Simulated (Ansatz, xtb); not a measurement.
## Ranking isomers of CH7AsSi

3 gas-phase structures of CH7AsSi, found in a search over its isomers (lower ones may exist). Each was relaxed with GFN2-xTB; where two conformers were screened, the lower at r2SCAN-D4/def2-SVP is listed:

A. `C[AsH][SiH3]`, a singlet
B. `[SiH3]C[AsH2]`, a singlet
C. `C[SiH2][AsH2]`, a singlet

Question: Make a reasoned guess at their ranking by r2SCAN-D4/def2-SVP single-point energy.

Answer: Calculated order at r2SCAN-D4/def2-SVP: C (0.000), A (0.354), B (0.648) eV.

Energies above the lowest of each column, in eV; the last columns are at PBE0-D3(BJ)/def2-SVP geometries:

```json
{"structure": "C", "GFN2-xTB": "0.067", "HF/STO-3G": "0.000", "r2SCAN-D4/def2-SVP": "0.000", "PBE0-D3(BJ)/def2-SVP": "0.000", "CCSD(T)/def2-TZVP": "0.000"}
{"structure": "A", "GFN2-xTB": "0.000", "HF/STO-3G": "0.183", "r2SCAN-D4/def2-SVP": "0.354", "PBE0-D3(BJ)/def2-SVP": "0.357", "CCSD(T)/def2-TZVP": "0.306"}
{"structure": "B", "GFN2-xTB": "0.355", "HF/STO-3G": "0.654", "r2SCAN-D4/def2-SVP": "0.648", "PBE0-D3(BJ)/def2-SVP": "0.667", "CCSD(T)/def2-TZVP": "0.580"}
```

CCSD(T)/def2-TZVP puts C lowest; GFN2-xTB picks A. Flexible structures stand in one conformer each, not always the lowest.

Programs: Ansatz 0.2.0, xtb 6.7.1.
